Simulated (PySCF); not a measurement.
CrO₂Br₂ (singlet). Computed with PBE0 in PySCF with Cr def2-SVP, O def2-SVP, Br def2-SVP; no relativity; density-fitted integrals.

Harmonic bands of its minimum:

| ω (cm⁻¹) | IR (km/mol) |
| --- | --- |
| 91 | 0.0 |
| 198 | 0.2 |
| 228 | 0.0 |
| 240 | 1.0 |
| 282 | 4.9 |
| 426 | 86.5 |
| 468 | 1.9 |
| 1168 | 131 |
| 1171 | 107 |

Problem. The central atom is Cr. Infer the point group and assign the bands.

Solution. C2v. The modes span 4a1 + 2b2 + a2 + 2b1: 91 a1, 198 b2, 228 a2, 240 b1, 282 a1, 426 b1, 468 a1, 1168 b2, 1171 a1. The computed geometry has Cr–Br 2.262 Å (×2), Cr–O 1.526 Å (×2); Br–Cr–Br 111.5°, Br–Cr–O 109.0° (×4), O–Cr–O 109.1°.

Other isomers or separated fragments may lie lower.
